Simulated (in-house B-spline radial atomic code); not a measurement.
Successive ionisation energies of holmium; each step leads to the configuration of the next row (after the last: [Ne] 3s2 3p1). NIST's values go from ground level to ground level; the uncertainty of those that are theory runs from under 0.1 % in few-electron ions to several per cent in heavy many-electron ones. Computed with a radial B-spline atomic code at the basis-set limit: non-relativistic Hartree-Fock, average of the configuration, point nuclei.

This level leaves out relativity, spin-orbit splitting included, which matters for heavy ions.

| ion | configuration | ionisation energy (eV) | tabulated value (eV) | computed minus tabulated (eV) | highest orbital | largest mean radius (bohr) |
| --- | --- | --- | --- | --- | --- | --- |
| Ho48+ | [Ar] 3d1 | 4093.1 | 4131 | -38 | 3d | 0.22885 |
| Ho49+ | [Ne] 3s2 3p6 | ? | ? | ? | ? | ? |
| Ho50+ | [Ne] 3s2 3p5 | ? | ? | ? | ? | ? |
| Ho51+ | [Ne] 3s2 3p4 | 4635.4 | 4693 | -58 | 3p | 0.22572 |
| Ho52+ | [Ne] 3s2 3p3 | 4744.2 | 4802 | -58 | 3p | 0.22479 |
| Ho53+ | [Ne] 3s2 3p2 | 4853.8 | 5135 | -281 | 3p | 0.22388 |

Fill in the row of Ho49+.

ionisation energy (eV): 4420.4; tabulated value (eV): 4469; computed minus tabulated (eV): -49; highest orbital: 3p; largest mean radius (bohr): 0.22759.

Fill in the row of Ho50+.

ionisation energy (eV): 4527.5; tabulated value (eV): 4576; computed minus tabulated (eV): -48; highest orbital: 3p; largest mean radius (bohr): 0.22665.
